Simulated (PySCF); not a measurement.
Peak assignment

Mapped SMILES: `[CH3:1][N:2]([CH3:3])[SiH:4]([CH3:5])[N:6]([CH3:7])[CH3:8]`; H(Xn) means a hydrogen on atom n.

- geometry: GFN2-xTB
- shielding tensors at PBE0/pcSseg-1 (GIAO)
- code: PySCF 2.14.0 with density-fitted response routines
- averaged over atoms made equivalent by symmetry, fast rotation or ring inversion, a single conformation, gas phase, no relativistic terms

References, each an isolated molecule treated in the same way: ¹³C (σref 186.93) and ¹H (σref 31.72) against TMS.

**Question.** Assign these signals to the numbered atoms. ¹³C{¹H} NMR (computed): δ 38.9 (CH3), -3.6 (CH3).

**Answer.** 
38.9 → C1/C3/C7/C8, methyl carbon bonded to N: deshielded by the electronegative neighbour
-3.6 → C5, methyl carbon bonded to Si: an electropositive neighbour leaves it electron-rich and shielded

**Question.** Assign these signals to the numbered atoms. ¹H NMR (400 MHz, computed): δ 4.81 (q, 1H), 2.55 (s, 12H), -0.04 (d, 3H).

**Answer.** 
| δ (ppm) | atoms | environment | reason |
| --- | --- | --- | --- |
| 4.81 | H(Si4) | hydrogen on a silicon bonded to C, 2 N | – |
| 2.55 | H(C1)/H(C3)/H(C7)/H(C8) | hydrogen on a methyl carbon bonded to N | its carbon carries N, an electronegative neighbour |
| -0.04 | H(C5) | hydrogen on a methyl carbon bonded to Si | an electropositive neighbour shields it, as in TMS itself |

Shifts are as computed. Against solution values, carbons near 30 ppm lie about +3 ppm off and those near 130 ppm about +5 ppm. Of 1211 compounds with measured shifts, 218 miss one by over three times the rms of a fit or turn the order of signals round; such compounds aren't used in these exercises. No couplings were computed; multiplicities are counted from neighbouring protons, with m where these are inequivalent, close in shift, in a saturated or five-membered ring or joined by F or P, and br s for small geminal =CH2 splittings.
